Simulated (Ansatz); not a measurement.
Two structures of TiZnN4H10S2, singlet, reached by relaxing down either side of one saddle point (PBE0-D4/def2-TZVP). Energies are electronic, without zero-point energy. Program: Ansatz 0.2.0. Basis: def2-TZVPP and def2-QZVPP. Cores are frozen in the correlated methods. The 3s and 3p shells of Cu and Zn are frozen; filled d shells are correlated. Extrapolation: Hartree–Fock as exp(−7.88 √X), correlation as X^−2.97. First:

```
18
angstrom
Ti -0.6458 -0.8637 -0.1432
N 0.8891 -0.7999 0.9509
N -0.7942 -2.5305 -0.9838
N -2.1875 -0.4116 0.7849
N -0.2485 0.5708 -1.4818
H 0.4313 2.7929 2.2364
S -0.4126 2.6222 1.2074
Zn 1.0533 1.5888 -0.1567
S 3.1738 1.4009 -0.8086
H 1.8401 -0.9630 0.6375
H 0.8849 -0.5494 1.9305
H -1.4715 -2.7489 -1.7031
H -0.2072 -3.3335 -0.8060
H -3.0682 -0.8881 0.9086
H -2.1538 0.4663 1.2989
H -1.0073 1.1944 -1.7318
H 0.2411 0.3155 -2.3317
H 3.6828 2.1367 0.1915
```

Second:

```json
{"atom": "Ti1", "x (Å)": "-0.2060", "y (Å)": "-0.2703", "z (Å)": "0.1773"}
{"atom": "N2", "x (Å)": "0.0293", "y (Å)": "-1.4590", "z (Å)": "2.1041"}
{"atom": "N3", "x (Å)": "-0.1476", "y (Å)": "-2.0458", "z (Å)": "-0.5540"}
{"atom": "N4", "x (Å)": "-1.8983", "y (Å)": "0.3951", "z (Å)": "0.6739"}
{"atom": "N5", "x (Å)": "-0.1134", "y (Å)": "0.5553", "z (Å)": "-1.7036"}
{"atom": "H6", "x (Å)": "-0.0768", "y (Å)": "-0.8067", "z (Å)": "2.8721"}
{"atom": "S7", "x (Å)": "1.4839", "y (Å)": "0.9652", "z (Å)": "1.0559"}
{"atom": "Zn8", "x (Å)": "1.2583", "y (Å)": "1.9164", "z (Å)": "-0.9801"}
{"atom": "S9", "x (Å)": "2.0232", "y (Å)": "3.5684", "z (Å)": "-2.2107"}
{"atom": "H10", "x (Å)": "0.9562", "y (Å)": "-1.8618", "z (Å)": "2.1800"}
{"atom": "H11", "x (Å)": "-0.6630", "y (Å)": "-2.1923", "z (Å)": "2.2027"}
{"atom": "H12", "x (Å)": "-0.3230", "y (Å)": "-2.2194", "z (Å)": "-1.5336"}
{"atom": "H13", "x (Å)": "0.2603", "y (Å)": "-2.8745", "z (Å)": "-0.1453"}
{"atom": "H14", "x (Å)": "-2.7982", "y (Å)": "-0.0051", "z (Å)": "0.4487"}
{"atom": "H15", "x (Å)": "-2.0184", "y (Å)": "1.2483", "z (Å)": "1.2032"}
{"atom": "H16", "x (Å)": "-0.9460", "y (Å)": "1.0025", "z (Å)": "-2.0640"}
{"atom": "H17", "x (Å)": "0.3265", "y (Å)": "0.0532", "z (Å)": "-2.4652"}
{"atom": "H18", "x (Å)": "2.8527", "y (Å)": "4.0302", "z (Å)": "-1.2613"}
```

Q: Which bonds change from the first to the second?

A: TiZnN₄H₁₀S₂ ([NH2][Ti]([NH2])([NH2])[NH2][Zn]([SH])[SH]) → TiZnN₄H₁₀S₂ ([NH2][Ti]1([NH2])([NH3])[NH2][Zn]([SH])[S]1); bonds formed: Ti1–S7, N2–H6; bonds broken: H6–S7; bonds weakened to dative contacts: Ti1–N2.

Q: Give the saddle point's structure and its height above each. (An estimate is asked for; the value comes from the calculation.)

A: The calculation gives: 0.667 eV above the first and 1.496 eV above the second (CCSD(T) at an estimated basis limit (MP2 extrapolated from triple and quadruple zeta, plus CCSD(T) − MP2 in triple zeta)).
| atom | x (Å) | y (Å) | z (Å) |
| --- | --- | --- | --- |
| Ti1 | -0.5579 | -0.3832 | 0.2220 |
| N2 | 0.5155 | -1.1365 | 1.7437 |
| N3 | -0.4923 | -1.9963 | -0.7727 |
| N4 | -2.3416 | -0.2057 | 0.7191 |
| N5 | -0.1195 | 0.6392 | -1.5284 |
| H6 | 0.7338 | 0.3308 | 1.8004 |
| S7 | 0.3638 | 1.7441 | 1.3604 |
| Zn8 | 1.3039 | 1.8590 | -0.7118 |
| S9 | 2.9851 | 2.7399 | -1.8124 |
| H10 | 1.3978 | -1.6160 | 1.6233 |
| H11 | 0.0776 | -1.4327 | 2.6055 |
| H12 | -0.6029 | -2.1178 | -1.7693 |
| H13 | -0.2872 | -2.8842 | -0.3360 |
| H14 | -3.1014 | -0.8348 | 0.5094 |
| H15 | -2.6535 | 0.6043 | 1.2383 |
| H16 | -0.8783 | 1.2477 | -1.8217 |
| H17 | 0.1534 | 0.0941 | -2.3365 |
| H18 | 3.5035 | 3.3480 | -0.7334 |

T1 diagnostic: at most 0.023.

Exchanges of this kind with a chalcogen hydride build sulfide and selenide films. Here a small cluster stands in for the surface site.

Labels in which every atom is bracketed show which atoms are joined, not bond orders.

For scale, one of the runs: CCSD(T)/def2-TZVPP, 476 basis functions, launched by `ansatz run in.yaml --threads 4 --pin off --events-out ev --progress --plain --max-ram 66560MiB --backend cuda --devices 0, --max-vram 37GiB`. Hardware: 4 CPU threads of an AMD EPYC 7R13 and a share of one NVIDIA H100, shared host. Wall time 95 s; peak host memory 1.3 GiB.
